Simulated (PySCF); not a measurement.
C₃H₄BCl. Atoms are numbered in the order given.

```xyz
9

B      0.2446    -0.1485     0.2073
C     -1.0494    -0.9004    -0.0826
C     -2.0752    -1.5207    -0.2981
H     -2.9843    -2.0616    -0.4933
Cl     0.4151     1.4641    -0.4860
C      1.3988    -0.7753     1.0488
H      2.1662    -0.0517     1.3540
H      1.8850    -1.5480     0.4247
H      1.0083    -1.3069     1.9307
```
Charge 0, spin multiplicity 1.

Geometry optimised at PBE0-D3(BJ)/def2-SVP. This is a generated structure with no PubChem entry under its InChIKey; it may be hypothetical.

Calculation: TDA-PBE/def2-SVPD run with PySCF 2.14.0.

Vertical excitations. 

Give excitation energies, oscillator strengths and character. (The exact figures need the calculation; the answer reports its results.)


| state | energy (eV) | λ (nm) | f | main pairs |
|---|---|---|---|---|
| S1 | 4.28 | 290 | 0.000 | HOMO→LUMO 100 % |
| S2 | 4.59 | 270 | 0.001 | HOMO−1→LUMO 100 % |
| S3 | 5.43 | 228 | 0.125 | HOMO−2→LUMO 79 %, HOMO→LUMO+1 18 % |
| S4 | 6.31 | 196 | 0.089 | HOMO−3→LUMO 89 % |
| S5 | 6.56 | 189 | 0.001 | HOMO−4→LUMO 98 % |
| S6 | 6.79 | 183 | 0.019 | HOMO−1→LUMO+1 89 % |
| S7 | 6.81 | 182 | 0.001 | HOMO−5→LUMO 71 %, HOMO−2→LUMO+1 26 % |
| S8 | 6.89 | 180 | 0.001 | HOMO−2→LUMO+1 73 %, HOMO−5→LUMO 24 % |
| S9 | 6.93 | 179 | 0.026 | HOMO→LUMO+2 96 % |
| S10 | 7.26 | 171 | 0.071 | HOMO−1→LUMO+2 98 % |
| T1 | 3.99 | 311 | 0 | HOMO→LUMO 97 % |
| T2 | 4.02 | 308 | 0 | HOMO−2→LUMO 96 % |
| T3 | 4.35 | 285 | 0 | HOMO−1→LUMO 98 % |
| T4 | 5.27 | 235 | 0 | HOMO−3→LUMO 95 % |
Triplets are in the Tamm–Dancoff approximation.
